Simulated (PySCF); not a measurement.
Computed shifts of a molecule C₄H₇BO, PBE0/pcSseg-1 in PySCF, GIAO, gas phase, equivalent atoms averaged, in ppm (number of nuclei): ¹³C: 104.5 (1), 92.5 (1), 19.3 (1), 13.1 (1). ¹H: 5.91 (1), 3.08 (1), 1.43 (3), 1.40 (1), 1.02 (1). References: ¹³C against TMS (σ = 186.3 ppm); ¹¹B against BF3 (σ = 88.8 ppm); ¹⁷O against H2O (σ = 334.2 ppm); ¹H against TMS (σ = 31.56 ppm), references at their B3LYP-D3(BJ)/def2-TZVP geometries, non-relativistic. Geometry optimised at B3LYP-D3(BJ)/def2-SVP. The values are those of a single conformer.

Q: Which molecule gave these data?
A) OB1CC=CC1
B) CC#CB(C)O
C) C#CB(O)CC
D) C=C1OCB1C

A: C, C#CB(O)CC
